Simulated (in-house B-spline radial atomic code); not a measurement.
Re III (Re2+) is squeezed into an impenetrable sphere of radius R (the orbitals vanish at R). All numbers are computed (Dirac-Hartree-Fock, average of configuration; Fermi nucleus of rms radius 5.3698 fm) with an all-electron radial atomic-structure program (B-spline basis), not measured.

Energies in eV above the free ion in [Xe] 4f14 5d5:

| R (bohr) | highest level (eV) | [Xe] 4f14 5d5 | [Kr] 4d9 4f14 5s2 5p6 5d5 5f1 | [Kr] 4d10 4f14 5s2 5p5 5d6 |
| --- | --- | --- | --- | --- |
| 7.22 | -26.2 | 0.003292 | 290.2 | 46.17 |
| 6.88 | -26.1 | 0.006948 | 290.6 | 46.17 |
| 5.39 | -26 | 0.1631 | 293.7 | 46.33 |
| 4.44 | -25.3 | 1.1 | 298.5 | 47.31 |
| 3.49 | -22.6 | 7.173 | 311.9 | 53.97 |
| 2.96 | -17.9 | 21.39 | 333.8 | 69.69 |
| 2.45 | -6.3 | 67.9 | 393.4 | 120.2 |
| 2.13 | 10.1 | 152.1 | 492.2 | 209.7 |
| 1.84 | 39.6 | 338.5 | 701.6 | 404.7 |
| 1.53 | 108 | 872.3 | 1283 | 954.8 |

Q: Does [Kr] 4d9 4f14 5s2 5p6 5d5 5f1 fall below [Xe] 4f14 5d5 under compression?

A: No, it stays above over the whole range.

Q: Does [Kr] 4d10 4f14 5s2 5p5 5d6 fall below [Xe] 4f14 5d5 under compression?

A: No, it stays above over the whole range.

The highest level is first positive in the row R = 2.13 bohr, pushed up by confinement above the zero of the free ion's potential. Each configuration is held fixed and needn't be the lowest in the sphere.
